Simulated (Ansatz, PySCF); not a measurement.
Complex: SiH4 (SMILES [SiH4]) (first 5 atoms) with C3H4 (SMILES C=C=C); geometry from B3LYP-D3(BJ)/def2-TZVP, rigid monomers moved along the line of their centres of mass till Si1···C6 is 5.02 Å.
(charge 0, multiplicity 1):
```tsv
atom	x (Å)	y (Å)	z (Å)
Si	-0.1137	0.3464	0.2517
H	1.2281	0.6215	0.8093
H	-0.0152	0.2466	-1.2242
H	-1.0399	1.4455	0.6010
H	-0.6271	-0.9333	0.7873
C	-0.3458	0.7131	5.2492
C	0.1594	-0.4850	5.2639
C	0.6645	-1.6823	5.2656
H	0.2808	1.5861	5.1071
H	-1.4093	0.8778	5.3776
H	0.7561	-2.2516	4.3477
H	1.0088	-2.1484	6.1814
```

Counterpoise-corrected where a basis set is named; no monomer relaxation.

Cores are frozen in the correlated methods.

The values were computed with Ansatz (a quantum-chemistry and plane-wave program) with Gaussian orbitals; PySCF for the dispersion terms. 

PBE/def2-TZVPPD gives -9.4 meV for the interaction energy.

Problem. Predict the shift from PBE, with its sign, for: PBE-D3(BJ)/def2-TZVPPD, r2SCAN/def2-TZVPPD, B3LYP/def2-TZVPPD, wB97M-V/def2-TZVPPD, MP2/aug-cc-pV(D+d)Z, CCSD(T)/aug-cc-pV(D+d)Z.

Solution. PBE-D3(BJ)/def2-TZVPPD -15.8; r2SCAN/def2-TZVPPD -0.4; B3LYP/def2-TZVPPD 11.5; wB97M-V/def2-TZVPPD -10.7; MP2/aug-cc-pV(D+d)Z -10.3; CCSD(T)/aug-cc-pV(D+d)Z -9.5 meV. 1 of 6 lie above PBE; the widest gap is to PBE-D3(BJ)/def2-TZVPPD.
